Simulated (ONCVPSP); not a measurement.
## u(r) = r·R(r): atom against pseudo-atom (P (Z = 15))

Columns: radius, all-electron u(r) and pseudo u(r) of the 3p shell (level -5.77 eV) of phosphorus in the configuration [Ne] 3s1.5 3p3.5; PBEsol, scalar-relativistic, ONCV scheme, ONCVPSP 4.0.1.

```
r (bohr)  all-electron  pseudo
   0.090       -0.1154  0.0045
   0.180       -0.2470  0.0178
   0.270       -0.3000  0.0397
   0.360       -0.2805  0.0699
   0.450       -0.2126  0.1072
   0.540       -0.1180  0.1508
   0.630       -0.0121  0.1994
   0.720        0.0950  0.2518
   0.810        0.1970  0.3067
   0.900        0.2904  0.3624
   0.990        0.3734  0.4171
   1.080        0.4457  0.4692
   1.170        0.5072  0.5174
   1.260        0.5583  0.5608
   1.350        0.5994  0.5986
   1.440        0.6312  0.6299
   1.530        0.6547  0.6539
   1.620        0.6708  0.6705
   1.710        0.6803  0.6803
   1.800        0.6842  0.6841
   1.890        0.6832  0.6831
   1.980        0.6780  0.6780
   2.070        0.6695  0.6694
   2.160        0.6580  0.6580
   2.250        0.6443  0.6443
   2.340        0.6286  0.6286
```

(1) How many radial nodes do the two functions have?

(2) At about which radius was the pseudo-wave matched?

(3) Is the pseudo-wave norm-conserving?

Answers

(1) The all-electron 3p function has n − l − 1 = 1; the pseudo-wave has 0, since the states of the same l below it are removed with the core.

(2) 1.80 bohr. The columns agree to 0.0005 from 1.62 bohr on; several derivatives are matched, so the curves merge somewhat inside the radius.

(3) Yes: the ONCV scheme keeps the norm inside the radius equal to the all-electron one, which fixes the energy derivative of the logarithmic derivative at the level.
